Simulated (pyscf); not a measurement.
## SnH₃•, doublet

Gas-phase minimum from PySCF at ωB97X-D3(BJ)/def2-SVP, one conformer. 

```xyz
4

Sn     0.5620    -0.1300    -0.7453
H      0.3818     0.1529    -2.4294
H      0.0868     1.2725     0.1243
H     -0.4266    -1.4544    -0.2788
```
Charge 0, spin multiplicity 2.

Bonds (Å): Sn1–H2 1.717, Sn1–H3 1.717, Sn1–H4 1.717. Bond angles (°): H2–Sn1–H3 109.5, H2–Sn1–H4 109.5, H3–Sn1–H4 109.5.

Properties at ωB97X-D3(BJ)/def2-SVP:

```yaml
harmonic_wavenumbers_unscaled: 671, 728, 728, 1905, 1932, 1932 cm⁻¹
zero_point_energy: 11.3 kcal/mol
rotational_symmetry_number: 3
Entropy of this conformer at 298 K and 1 atm, rigid rotor and harmonic oscillator, modes under 100 cm⁻¹ raised to 100: 239.4 J/(mol K)
dipole_moment: 0.32 D
Spin expectation value S2: 0.751
```

Single-point totals, which compare only within one level (frozen core for MP2 and CC):

```
level                   total energy (hartree)
----------------------  ----------------------
ωB97X-D3(BJ)/def2-TZVP              -216.12018
PBE/def2-TZVP                       -216.02703
r²SCAN/def2-TZVP                    -216.11869
B3LYP-D3(BJ)/def2-TZVP              -216.12297
PBE0-D3(BJ)/def2-TZVP               -216.04276
M06-2X/def2-TZVP                    -215.96337
ωB97M-D3(BJ)/def2-TZVP              -216.07542
UHF/def2-TZVPP                      -215.04861
MP2/def2-TZVPP                      -215.37173
CCSD/def2-TZVPP                     -215.38559
CCSD(T)/def2-TZVPP                  -215.39347
```

The CCSD(T) − MP2 part came from Ansatz, without density fitting, on the same reference. The frozen core leaves the outer d or s,p core shells of the metals and heavy elements correlated in the MP2 and CC values, and def2-TZVPP describes them poorly, so these totals are far from the basis limit. Elements past Kr carry the def2 core potentials, without spin-orbit coupling.
